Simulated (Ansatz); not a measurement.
The same ligand exchange along the group B, Ga, In.

Calculated with Ansatz (gas phase, PBE0-D4/def2-TZVP geometries, no zero-point term in ΔE). CCSD(T)/CBS is the MP2 limit (def2-TZVPP, def2-QZVPP) plus CCSD(T) − MP2 in def2-TZVPP, frozen cores. This one scheme is used for every species. DFT in def2-TZVPP. def2 core potentials past Kr. For Ga, In outer-core shells are correlated without core-valence functions, which leaves a few kJ/mol of doubt a bond. Scalar relativity is left out up to krypton. One conformer a species, not always the lowest.

```json
{"reaction": "`FB(Cl)O[SiH3]` + H–F → `FB(F)O[SiH3]` + HCl", "RPA@PBE/def2-TZVPP (kJ/mol)": "-65", "PBE0-D4 (kJ/mol)": "-58", "HF/CBS(def2) (kJ/mol)": "-82", "LDA (SPW92) (kJ/mol)": "-60"}
{"reaction": "`[F][Ga]([Cl])[O][SiH3]` + H–F → `[F][Ga]([F])[O][SiH3]` + HCl", "RPA@PBE/def2-TZVPP (kJ/mol)": "31", "PBE0-D4 (kJ/mol)": "43", "HF/CBS(def2) (kJ/mol)": "32", "LDA (SPW92) (kJ/mol)": "39"}
{"reaction": "`[F][In]([Cl])[O][SiH3]` + H–F → `[F][In]([F])[O][SiH3]` + HCl", "RPA@PBE/def2-TZVPP (kJ/mol)": "60", "PBE0-D4 (kJ/mol)": "70", "HF/CBS(def2) (kJ/mol)": "68", "LDA (SPW92) (kJ/mol)": "66"}
```

**Question.** Give the CCSD(T)/CBS values in the same order. (Estimate.)

**Answer.** Ansatz gave: -60, 41, 68 kJ/mol.

Largest T1 diagnostic: 0.017, for `[F][In]([F])[O][SiH3]`.
